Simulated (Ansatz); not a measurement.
Geometry optimisation, RHF/def2-SVP in Ansatz 0.2.0.

Input file:

```yaml
crystal:
  periodic: [false, false, false]
  atoms:
    - { symbol: W, position_ang: [0.087636, -0.122208, -0.522892] }
    - { symbol: O, position_ang: [-0.493669, 0.421308, 2.505717] }
    - { symbol: H, position_ang: [-1.109986, 0.332865, 3.221032] }
    - { symbol: F, position_ang: [1.652837, -0.270696, 0.375727] }
    - { symbol: Cl, position_ang: [-0.024213, 2.276549, -0.008814] }
    - { symbol: Cl, position_ang: [-2.27473, -0.41913, 0.192769] }
    - { symbol: Cl, position_ang: [0.118748, -2.44492, -0.942952] }
    - { symbol: Cl, position_ang: [-0.094999, 0.443747, -2.712495] }
    - { symbol: H, position_ang: [-1.219151, 0.427637, 0.559962] }
    - { symbol: H, position_ang: [-0.628873, 1.302549, 2.121044] }
basis:
  gaussian: { orbitals: def2-SVP }
hamiltonian:
  xc: hf
relax:
  f_tol: 0.03
  max_steps: 50
```

Run as:

```bash
$ ansatz run input.yaml --threads 4 --pin off --max-ram 5120MiB --backend cpu --events-out ev --progress --plain --runs-dir out
```

Question: Where does it end, and by what steps?

Answer: The forces met the threshold. After 32 steps the energy has fallen by 2.459 eV; H9 moved furthest, 1.46 Å. Parted: W1–H9 (1.78 → 3.58 Å), Cl6–H9 (1.40 → 2.09 Å). Joined: O2–H9 (2.08 → 0.98 Å).

```
step  energy less start (eV)  largest force component (eV/Å)  accepted
   0                  0.0000                           1.614       yes
   2                 -0.7074                           2.365       yes
   4                 -1.2967                           1.117       yes
   6                 -1.5661                           0.653       yes
   8                 -1.6709                           1.304       yes
  10                 -1.7133                           1.655       yes
  12                 -1.8629                           0.580       yes
  14                 -1.9231                           0.580       yes
  16                 -2.1106                           0.998       yes
  18                 -2.2404                           0.999       yes
  20                 -2.4192                           0.439       yes
  22                 -2.4456                           0.281       yes
  24                 -2.4505                           0.056       yes
  26                 -2.4542                           0.084       yes
  28                 -2.4578                           0.099       yes
  30                 -2.4587                           0.054       yes
  32                 -2.4590                           0.011       yes
```

```xyz
10
Properties=species:S:1:pos:R:3
W 0.337 -0.419 -0.837
O -1.499 1.220 2.389
H -1.145 0.962 3.238
F 1.933 -0.872 -0.071
Cl 0.574 1.744 0.544
Cl -1.561 -1.074 0.465
Cl 0.298 -2.451 -2.033
Cl -0.389 0.842 -2.602
H -1.798 0.419 1.906
H -0.737 1.577 1.792
```

Whether the end is a true minimum wasn't checked by a vibrational analysis.

The run took 97 s on 4 threads of Arm Neoverse V1 (shared host), peak memory 0.5 GiB.
